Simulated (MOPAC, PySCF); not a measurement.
Two rigid molecules brought together: Cl2 ··· H6Si2 (SMILES ClCl and [SiH3][SiH3]). Monomers: optimised at B3LYP-D3(BJ) (def2-TZVP), held rigid. Orientation: lowest of the rigid-body minima from ten starts at GFN2-xTB. Only R, the distance of the centres of mass, is varied, so the lowest point isn't the relaxed dimer. The table gives interaction energies.

```
R / Å      A      B      C
-----  -----  -----  -----
4.76   -2.35  12.99  19.85
4.98   -2.09   5.73   8.47
5.16   -0.49   2.84   3.49
5.35    0.21   1.36   0.68
5.53   -0.04   0.73  -0.60
5.77   -0.45   0.42  -1.15
6.05   -0.39   0.31  -1.06
6.37   -0.18   0.26  -0.71
6.82   -0.07   0.18  -0.32
7.55   -0.03   0.06  -0.08
8.58   -0.01   0.00  -0.02
9.84    0.00   0.00  -0.01
```

Energies in kcal/mol.

Q: Match the curves with the methods AM1, restricted, heats of formation run with MOPAC; restricted BP86/6-31G*, spherical d, no counterpoise correction (PySCF 2.14.0); PySCF with restricted MP2 (frozen core)/3-21G, no counterpoise correction.

A: A is AM1; B is RKS-BP86/6-31G*; C is RMP2/3-21G.
